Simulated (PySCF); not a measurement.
Correlation energy of Bi (bismuth, neutral)

[Xe] 4f14 5d10 6s2 6p2 7s1, high-spin 4P determinant (an excited configuration). Calculation: PySCF 2.14, in aug-cc-pVTZ-PP with ECP60MDF (6s5p4d2f, 55 functions); scalar relativity through the core potential. Frozen: 5s2 5p6 5d10; 5 electrons correlated.

MP2 pair energies summed by pair of shells (mhartree):

```json
{"pair": "6s-6p", "energy": "-22.74", "share (%)": "48.4"}
{"pair": "6s-6s", "energy": "-11.17", "share (%)": "23.8"}
{"pair": "6p-7s", "energy": "-5.21", "share (%)": "11.1"}
{"pair": "6s-7s", "energy": "-4.16", "share (%)": "8.9"}
{"pair": "6p-6p", "energy": "-3.73", "share (%)": "7.9"}
```

Total MP2 correlation energy: -47.01 mhartree.

Same-spin part -12.95 and opposite-spin part -34.06 mhartree; SCS-MP2 scales them by 1/3 and 6/5 to -45.19 mhartree.

Spin-orbit coupling is strong in this species, so the high-spin LS determinant is a model state.
